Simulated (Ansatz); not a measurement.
Program: Ansatz. Geometries: PBE0-D4/def2-TZVP. ΔE: electronic, gas phase. CCSD(T)/CBS adds triple-zeta CCSD(T) − MP2 to the extrapolated MP2 energy (def2 sets, frozen cores). DFT in def2-TZVPP. B3LYP here is the variant with VWN-RPA as its local correlation; programs differ in this. def2 core potentials past Kr. For Sn outer-core shells are correlated without core-valence functions, which leaves a few kJ/mol of doubt a bond. One conformer a species, not always the lowest.

Consider the formal exchange of groups at the Sn–O bond: `C=C[O][SnH3]` + `CCSC` → `CS[CH2][SnH3]` + `C=COC`.

`C=C[O][SnH3]`:

```xyz
10

C    -1.041   -1.226    0.301
C    -1.325   -0.057   -0.270
O    -0.498    0.961   -0.528
Sn    1.438    0.895   -0.069
H    -1.823   -1.958    0.445
H    -0.044   -1.493    0.639
H    -2.343    0.161   -0.593
H     2.128   -0.403   -0.927
H     1.945    2.419   -0.616
H     1.562    0.701    1.618
```

`CCSC`:

Z-matrix (Å, degrees):
```
C
C 1 1.516
H 1 1.092 2 111.5
H 1 1.094 2 110.5 3 119.5
H 1 1.091 2 110.8 3 -120.3
S 2 1.805 1 114.8 3 62.9
H 2 1.094 1 111.2 3 -60.8
H 2 1.093 1 110.6 3 -179.4
C 6 1.797 2 100.6 1 -68.9
H 9 1.092 6 111.0 2 -57.6
H 9 1.090 6 106.8 2 -175.7
H 9 1.091 6 112.1 2 65.7
```

`CS[CH2][SnH3]`:

```xyz
12

C     2.138   -0.601   -0.963
S     0.916   -0.810    0.339
C    -0.339    0.349   -0.187
Sn   -1.986    0.327    1.205
H     2.969   -1.270   -0.734
H     2.509    0.426   -0.991
H     1.724   -0.871   -1.936
H    -0.731    0.085   -1.173
H     0.055    1.367   -0.224
H    -2.670   -1.233    1.259
H    -1.435    0.782    2.752
H    -3.151    1.449    0.654
```

`C=COC`:

```xyz
10

C    -0.763    1.082   -0.582
C    -0.796   -0.242   -0.706
O    -0.015   -1.150   -0.096
C     0.960   -0.647    0.784
H    -0.066    1.606    0.059
H    -1.467    1.674   -1.149
H    -1.507   -0.737   -1.358
H     1.493   -1.508    1.183
H     1.663    0.010    0.259
H     0.498   -0.088    1.605
```

| level | ΔE (kJ/mol) |
| --- | --- |
| PBE0-D4 | 78.3 |
| B3LYP-D4 | 82.7 |
| PBE | 77.6 |
| B3LYP | 81.0 |
| MP2/def2-TZVPP | 80.4 |
| HF/def2-QZVPP | 86.2 |
| HF/CBS(def2) | 86.4 |
| CCSD/CBS(def2) | 83.6 |

What does CCSD(T)/CBS give? (Best estimate.)

Ansatz gave: +83.5 kJ/mol. The listed levels differ from it by -5.2, -0.8, -5.9, -2.5, -3.1, 2.7, 2.9, 0.1 kJ/mol.

Largest T1 diagnostic among the species: 0.015.

In def2-TZVPP, CCSD(T) changes the Hartree–Fock value by −5.6 kJ/mol (the triples alone add −0.1 kJ/mol) and MP2 by −4.4 kJ/mol.
